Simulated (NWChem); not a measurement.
System: C2H6N anion

Excerpt of the output:

```
             Northwest Computational Chemistry Package (NWChem) 7.3.0
             --------------------------------------------------------

 C1  symmetry detected

                             Geometry "geometry" -> ""
                             -------------------------

 Output coordinates in angstroms (scale by  1.889725989 to convert to a.u.)

  No.       Tag          Charge          X              Y              Z
 ---- ---------------- ---------- -------------- -------------- --------------
    1 C                    6.0000     0.24831874    -1.20806864     0.02931845
    2 C                    6.0000    -0.51554967     0.15433911    -0.01130619
    3 N                    7.0000     0.27163555     1.32682374     0.09508225
    4 H                    1.0000    -0.44165451    -2.08269304    -0.00276203
    5 H                    1.0000     0.85948392    -1.26026967     0.94624270
    6 H                    1.0000     0.93573888    -1.27732010    -0.83173334
    7 H                    1.0000    -1.18089811     0.07313596    -0.93219642
    8 H                    1.0000    -1.23497320     0.11634518     0.84164584
    9 H                    1.0000     0.76423973     1.46541270    -0.79484602

 Effective nuclear repulsion energy (a.u.)      74.9290468847

                                 NWChem DFT Module
                                 -----------------

 Summary of "ao basis" -> "ao basis" (spherical)
 ------------------------------------------------------------------------------
       Tag                 Description            Shells   Functions and Types
 ---------------- ------------------------------  ------  ---------------------
 C                           6-31g*                  6       14   3s2p1d
 N                           6-31g*                  6       14   3s2p1d
 H                           6-31g*                  2        2   2s

            General Information
            -------------------
          SCF calculation type: DFT
          Wavefunction type:  closed shell.
          No. of atoms     :     9
          No. of electrons :    26
           Alpha electrons :    13
            Beta electrons :    13
          Charge           :    -1
          Spin multiplicity:     1
          Use of symmetry is: off; symmetry adaption is: off
          Maximum number of iterations: 150
          AO basis - number of functions:    54
                     number of shells:    30
          Convergence on energy requested:  1.00D-06
          Convergence on density requested:  1.00D-05
          Convergence on gradient requested:  5.00D-04

              XC Information
              --------------
                      r^2SCAN Method XC Functional
               r^2SCAN metaGGA Exchange Functional  1.000
                     r^2SCAN Correlation Potential  1.000

             Grid Information
             ----------------
          Grid used for XC integration:  coarse
          Radial quadrature: Mura-Knowles
          Angular quadrature: Lebedev.
          Tag              B.-S. Rad. Rad. Pts. Rad. Cut. Ang. Pts.
          ---              ---------- --------- --------- ---------
          C                   0.70       35           8.0       302
          N                   0.65       35           9.0       302
          H                   0.35       35          10.0       302
          Grid pruning is: on
          Number of quadrature shells:   315
          Spatial weights used:  Erf1

      Superposition of Atomic Density Guess
      -------------------------------------

 Sum of atomic energies:        -132.60364178

 Renormalizing density from      25.00 to     26

      Non-variational initial energy
      ------------------------------

 Total energy =    -137.643245
 1-e energy   =    -338.820290
 2-e energy   =     126.247998
 HOMO         =       0.118669
 LUMO         =       0.404087

     ---------------------------------------------
      Total Density - Mulliken Population Analysis
     ---------------------------------------------

    Atom       Charge   Shell Charges
 -----------   ------   -------------------------------------------------------
    1 C    6     6.31   2.00  0.66  1.69  0.67  1.26  0.03
    2 C    6     5.75   2.00  0.63  1.55  0.57  0.95  0.05
    3 N    7     8.22   2.00  0.79  2.34  0.95  2.13  0.02
    4 H    1     0.98   0.48  0.49
    5 H    1     0.94   0.48  0.46
    6 H    1     0.94   0.48  0.46
    7 H    1     1.06   0.50  0.56
    8 H    1     1.02   0.50  0.52
    9 H    1     0.79   0.46  0.32

   convergence    iter        energy       DeltaE   RMS-Dens  Diis-err
 ---------------- ----- ----------------- --------- --------- ---------
 d= 0,ls=0.0,diis     1   -134.2848561290 -2.09D+02  4.42D-02  7.75D-01
 d= 0,ls=0.0,diis     2   -134.1654169440  1.19D-01  3.35D-02  1.85D+00
 d= 0,ls=0.0,diis     3   -134.3879872873 -2.23D-01  1.15D-02  6.87D-02
 d= 0,ls=0.0,diis     4   -134.3929525034 -4.97D-03  5.77D-03  2.33D-02
 d= 0,ls=0.0,diis     5   -134.3958899600 -2.94D-03  7.44D-04  3.66D-04
  Resetting Diis
 d= 0,ls=0.0,diis     6   -134.3959436536 -5.37D-05  6.87D-05  1.43D-05
 d= 0,ls=0.0,diis     7   -134.3959452986 -1.65D-06  3.67D-05  1.46D-06
 d= 0,ls=0.0,diis     8   -134.3959451473  1.51D-07  2.16D-05  2.66D-06
 d= 0,ls=0.0,diis     9   -134.3959454833 -3.36D-07  2.32D-06  3.86D-09

         Total DFT energy =     -134.395945483323
      One electron energy =     -335.140153819813
           Coulomb energy =      145.960460558917
    Exchange-Corr. energy =      -20.145299107116
 Nuclear repulsion energy =       74.929046884689

 Numeric. integr. density =       25.999979990528

                       DFT Final Molecular Orbital Analysis
                       ------------------------------------

 Vector   11  Occ=2.000000D+00  E=-7.128097D-02
              MO Center= -2.1D-01,  3.6D-01,  3.5D-02, r^2= 2.5D+00
   Bfn.  Coefficient  Atom+Function         Bfn.  Coefficient  Atom+Function
  ----- ------------  ---------------      ----- ------------  ---------------
    52      0.267725  8 H  s                 19      0.229965  2 C  pz
    17     -0.219941  2 C  px                32      0.219812  3 N  py
    51      0.219704  8 H  s                 31      0.196888  3 N  px
    54      0.188571  9 H  s                 18     -0.179890  2 C  py
    48      0.164225  6 H  s                 53      0.154102  9 H  s

 Vector   12  Occ=2.000000D+00  E= 7.567746D-02
              MO Center=  1.6D-01,  1.2D+00,  1.7D-01, r^2= 1.6D+00
   Bfn.  Coefficient  Atom+Function         Bfn.  Coefficient  Atom+Function
  ----- ------------  ---------------      ----- ------------  ---------------
    34      0.435849  3 N  s                 33      0.375020  3 N  pz
    37      0.280967  3 N  pz                32      0.262182  3 N  py
    36      0.249450  3 N  py                50      0.238413  7 H  s
    54     -0.204348  9 H  s                 52     -0.193257  8 H  s
    30      0.170786  3 N  s                 53     -0.143514  9 H  s

 Vector   13  Occ=2.000000D+00  E= 1.399241D-01
              MO Center=  1.5D-01,  9.8D-01,  2.8D-02, r^2= 1.8D+00
   Bfn.  Coefficient  Atom+Function         Bfn.  Coefficient  Atom+Function
  ----- ------------  ---------------      ----- ------------  ---------------
     6      0.480314  1 C  s                 31     -0.407962  3 N  px
    35     -0.366535  3 N  px                36      0.308238  3 N  py
    32      0.293509  3 N  py                50     -0.274541  7 H  s
    44     -0.265991  4 H  s                 33     -0.187784  3 N  pz
    37     -0.177218  3 N  pz                 7     -0.152065  1 C  px

 Vector   14  Occ=0.000000D+00  E= 2.867750D-01
              MO Center=  2.6D-03, -1.0D+00, -1.6D-01, r^2= 4.3D+00
   Bfn.  Coefficient  Atom+Function         Bfn.  Coefficient  Atom+Function
  ----- ------------  ---------------      ----- ------------  ---------------
     6      1.685321  1 C  s                 44     -1.038718  4 H  s
    48     -0.953293  6 H  s                 20      0.943787  2 C  s
    46     -0.722315  5 H  s                 50     -0.605863  7 H  s
     8     -0.553974  1 C  py                52     -0.532491  8 H  s
    21     -0.382530  2 C  px                54     -0.314245  9 H  s

 Vector   15  Occ=0.000000D+00  E= 3.332898D-01
              MO Center=  5.1D-02, -6.0D-01, -2.2D-01, r^2= 4.7D+00
   Bfn.  Coefficient  Atom+Function         Bfn.  Coefficient  Atom+Function
  ----- ------------  ---------------      ----- ------------  ---------------
    48      0.997378  6 H  s                 50      0.852774  7 H  s
    44     -0.848163  4 H  s                 46     -0.832610  5 H  s
     9      0.710224  1 C  pz                54      0.635142  9 H  s
    52     -0.612790  8 H  s                  6      0.545753  1 C  s
    34     -0.544758  3 N  s                 23      0.511527  2 C  pz

 Vector   16  Occ=0.000000D+00  E= 3.356532D-01
              MO Center=  3.8D-02, -7.6D-01, -8.3D-02, r^2= 4.6D+00
   Bfn.  Coefficient  Atom+Function         Bfn.  Coefficient  Atom+Function
  ----- ------------  ---------------      ----- ------------  ---------------
    20     -1.541666  2 C  s                  6      1.513337  1 C  s
    48     -1.076116  6 H  s                 46     -1.046462  5 H  s
    50      0.949310  7 H  s                 52      0.737864  8 H  s
     7      0.567618  1 C  px                 8      0.522185  1 C  py
    44      0.482024  4 H  s                 22      0.353383  2 C  py

     ---------------------------------------------
      Total Density - Mulliken Population Analysis
     ---------------------------------------------

    Atom       Charge   Shell Charges
 -----------   ------   -------------------------------------------------------
    1 C    6     6.45   2.00  0.69  2.03  0.62  1.07  0.03
    2 C    6     6.08   2.00  0.68  1.98  0.52  0.84  0.06
    3 N    7     7.85   2.00  0.78  2.35  0.97  1.73  0.03
    4 H    1     0.97   0.52  0.45
    5 H    1     0.90   0.52  0.38
    6 H    1     0.91   0.52  0.39
    7 H    1     1.03   0.53  0.50
    8 H    1     0.96   0.54  0.43
    9 H    1     0.85   0.52  0.33

     -------------------------------------------
      Total Density - Lowdin Population Analysis
     -------------------------------------------

    Atom       Charge   Shell Charges
 -----------   ------   -------------------------------------------------------
    1 C    6     6.43   1.99  0.61  1.84  0.46  1.47  0.07
    2 C    6     6.19   1.99  0.54  1.78  0.41  1.33  0.15
    3 N    7     7.82   1.99  0.75  2.26  0.69  2.08  0.05
    4 H    1     0.94   0.50  0.44
    5 H    1     0.90   0.50  0.40
    6 H    1     0.91   0.50  0.41
    7 H    1     1.00   0.52  0.48
    8 H    1     0.94   0.52  0.42
    9 H    1     0.87   0.50  0.37

     Multipole analysis of the density
     ---------------------------------

     L   x y z        total         alpha         beta         nuclear
     -   - - -        -----         -----         ----         -------
     0   0 0 0     -1.000000    -13.000000    -13.000000     25.000000

     1   1 0 0     -0.079463     -0.039732     -0.039732      0.000000
     1   0 1 0     -1.418540     -0.709270     -0.709270     -0.000000
     1   0 0 1     -0.370258     -0.185129     -0.185129      0.000000

     2   2 0 0    -18.834220    -23.334160    -23.334160     27.834101
     2   1 1 0     -0.548101      0.124404      0.124404     -0.796909
     2   1 0 1     -1.103423     -0.104669     -0.104669     -0.894086
     2   0 2 0    -25.495276    -68.003586    -68.003586    110.511895
     2   0 1 1     -1.497605      0.321253      0.321253     -2.140111
     2   0 0 2    -17.670210    -15.737098    -15.737098     13.803985

            General Information
            -------------------
          SCF calculation type: DFT
          Wavefunction type:  closed shell.
          No. of atoms     :     9
          No. of electrons :    26
           Alpha electrons :    13
            Beta electrons :    13
          Charge           :    -1
          Spin multiplicity:     1
          Use of symmetry is: off; symmetry adaption is: off
          Maximum number of iterations: 150
          AO basis - number of functions:    54
                     number of shells:    30
          Convergence on energy requested:  1.00D-06
          Convergence on density requested:  1.00D-05
          Convergence on gradient requested:  5.00D-04

              XC Information
              --------------
                      r^2SCAN Method XC Functional
               r^2SCAN metaGGA Exchange Functional  1.000
                     r^2SCAN Correlation Potential  1.000

             Grid Information
             ----------------
          Grid used for XC integration:  coarse
          Radial quadrature: Mura-Knowles
          Angular quadrature: Lebedev.
          Tag              B.-S. Rad. Rad. Pts. Rad. Cut. Ang. Pts.
          ---              ---------- --------- --------- ---------
          C                   0.70       35           8.0       302
          N                   0.65       35           9.0       302
          H                   0.35       35          10.0       302
          Grid pruning is: on
          Number of quadrature shells:   315
          Spatial weights used:  Erf1

          Convergence Information
          -----------------------
          Convergence aids based upon iterative change in
          total energy or number of iterations.
          Levelshifting, if invoked, occurs when the
          HOMO/LUMO gap drops below (HL_TOL):  1.00D-02
          DIIS, if invoked, will attempt to extrapolate
          using up to (NFOCK): 10 stored Fock matrices.

                    Damping( 0%)  Levelshifting(0.5)       DIIS
                  --------------- ------------------- ---------------
          dE  on:    start            ASAP                start
          dE off:    2 iters        150 iters           150 iters

                            NWChem DFT Gradient Module
                            --------------------------

  charge          =  -1.00
  wavefunction    = closed shell

                         DFT ENERGY GRADIENTS

    atom               coordinates                        gradient
                 x          y          z           x          y          z
   1 C       0.469254  -2.282919   0.055404    0.003535   0.000489  -0.000109
   2 C      -0.974248   0.291659  -0.021366   -0.011784  -0.014643   0.005153
   3 N       0.513317   2.507333   0.179679    0.004966  -0.001415  -0.015181
   4 H      -0.834606  -3.935719  -0.005219   -0.001820   0.003137   0.000246
   5 H       1.624189  -2.381564   1.788139    0.000219  -0.000438   0.001162
   6 H       1.768290  -2.413785  -1.571748    0.000298   0.000110  -0.000478
   7 H      -2.231574   0.138207  -1.761596    0.005057   0.005430   0.002415
   8 H      -2.333761   0.219861   1.590480    0.000693   0.001219  -0.000770
   9 H       1.444204   2.769228  -1.502041   -0.001163   0.006109   0.007563
```

Level: r2SCAN/6-31G* (spherical d). Sets without diffuse functions describe the anion's extra electron poorly. The geometry was optimised at B3LYP/def2-SVPD. The highest occupied level is positive, so the extra electron may be held by the finite basis.

**Question.** Which NWChem input produces such a log?

**Answer.** Several could match; the one computed here: the input that was run:
```
start job
memory heap 200 mb stack 700 mb global 900 mb
charge -1
geometry units angstroms noautoz
  C      0.215644    -1.227343     0.039429
  C     -0.494794     0.163054    -0.018659
  N      0.334376     1.304998     0.100254
  H     -0.506453    -2.075136    -0.003965
  H      0.806844    -1.300179     0.967963
  H      0.916156    -1.325181    -0.808193
  H     -1.145141     0.104636    -0.951910
  H     -1.231217     0.154921     0.820481
  H      0.848725     1.422188    -0.780399
end
basis spherical
  * library 6-31g*
end
dft
  xc r2scan
  grid coarse
  iterations 150
  mulliken
end
task dft gradient
```
